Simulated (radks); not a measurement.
Results of a calculation; reference values are marked as such.
Dipole-allowed excitations along the series with 2 electrons in [He]. Level of theory: non-relativistic Kohn-Sham, LDA (Slater exchange, Perdew-Wang correlation), spin-unpolarised, spherical densities, point nucleus (a radial shooting solver on a logarithmic mesh with Libxc functionals). Time-dependent linear response with the Hartree and adiabatic LDA kernel, continuum included through the Sternheimer equations. Lines are the poles of the dipole polarisability below minus the highest occupied eigenvalue, found on a grid refined at the orbital gaps; the lowest seven at most are given, and weak or close lines can be missed. The first line takes the name of the lowest orbital gap if no other gap lies below it; otherwise a line is named after a gap within 0.6 % of it, if that gap stands alone.

[
 {"species": "Cr22+", "-e(HOMO) (eV)": "7265.7", "lowest orbital gap (eV)": "1s-2p 5571.6", "first line (eV)": "5578.0 (1s-2p)", "f": "0.767", "static alpha (bohr^3)": "0.00002920"},
 {"species": "Mn23+", "-e(HOMO) (eV)": "7908.1", "lowest orbital gap (eV)": "1s-2p 6058.7", "first line (eV)": "6065.5 (1s-2p)", "f": "0.769", "static alpha (bohr^3)": "0.00002473"},
 {"species": "Fe24+", "-e(HOMO) (eV)": "8577.7", "lowest orbital gap (eV)": "1s-2p 6566.3", "first line (eV)": "6573.4 (1s-2p)", "f": "0.772", "static alpha (bohr^3)": "0.00002108"},
 {"species": "Co25+", "-e(HOMO) (eV)": "9274.6", "lowest orbital gap (eV)": "1s-2p 7094.2", "first line (eV)": "7101.7 (1s-2p)", "f": "0.774", "static alpha (bohr^3)": "0.00001808"}
]
